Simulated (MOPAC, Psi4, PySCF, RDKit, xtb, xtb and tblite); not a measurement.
Two geometries of SMILES OB(O)c1ccc(C)cc1, relaxed at GFN2-xTB with one dihedral held; other torsions can differ between them too.

Structure A

```
19

C     -3.1800     0.0391    -0.3694
C     -1.6863     0.0153    -0.2532
C     -0.9111     1.0653    -0.7259
C      0.4658     1.0387    -0.6023
C      1.1234    -0.0341    -0.0004
B      2.6947    -0.0849     0.1514
O      3.5403     0.8146    -0.4350
O      3.2459    -1.1007     0.8505
C      0.3318    -1.0812     0.4754
C     -1.0426    -1.0594     0.3510
H     -3.6267     0.2467     0.6034
H     -3.5058     0.8080    -1.0657
H     -3.5545    -0.9252    -0.7078
H     -1.3906     1.9127    -1.1966
H      1.0379     1.8790    -0.9761
H      3.1724     1.3327    -1.1478
H      4.2025    -1.0655     0.8886
H      0.8212    -1.9196     0.9470
H     -1.6310    -1.8852     0.7265
```

Structure B

```
19

C     -3.5213     5.2730     2.3753
C     -3.3436     3.9143     1.7692
C     -2.5310     3.7163     0.6608
C     -2.3739     2.4563     0.1157
C     -3.0146     1.3411     0.6562
B     -2.8152    -0.0863     0.0033
O     -2.0012    -0.1938    -1.0778
O     -3.2691    -1.2348     0.5766
C     -3.8277     1.5538     1.7713
C     -3.9910     2.8121     2.3163
H     -4.5791     5.5057     2.4887
H     -3.0581     6.0388     1.7583
H     -3.0664     5.3055     3.3653
H     -2.0183     4.5597     0.2192
H     -1.7402     2.3139    -0.7465
H     -2.2350    -0.8761    -1.7043
H     -3.7800    -1.1305     1.3773
H     -4.3520     0.7211     2.2250
H     -4.6291     2.9465     3.1792
```

**Question.** Which is lower in energy at the level B3LYP-D3(BJ)/def2-SVP // GFN2-xTB run with Psi4 1.11, and by how much?

**Answer.** A is lower, by 3.25 kcal/mol (dihedral O8–B6–O7–H16: 160° in A, 40° in B).

E(B) − E(A) in kcal/mol at the other levels, on the same two geometries: GFN2-xTB (xtb and tblite) 3.20; B3LYP/def2-SVP // GFN2-xTB (Psi4) 3.27; PBE/def2-SVP // GFN2-xTB (Psi4) 3.20; PBE-D3(BJ)/def2-SVP // GFN2-xTB (Psi4) 3.19; UFF // GFN2-xTB (RDKit) -1.49; AM1, restricted, heats of formation // GFN2-xTB (MOPAC) 3.77; PM7, restricted, heats of formation // GFN2-xTB (MOPAC) 2.47; GFN1-xTB // GFN2-xTB (xtb) 2.97; restricted B3LYP/6-31G*, spherical d, density fitting // GFN2-xTB (PySCF) 3.45; restricted B3LYP/6-311+G**, spherical d, density fitting // GFN2-xTB (PySCF) 3.21; restricted MP2 (frozen core)/6-31G*, spherical d // GFN2-xTB (PySCF) 3.68.
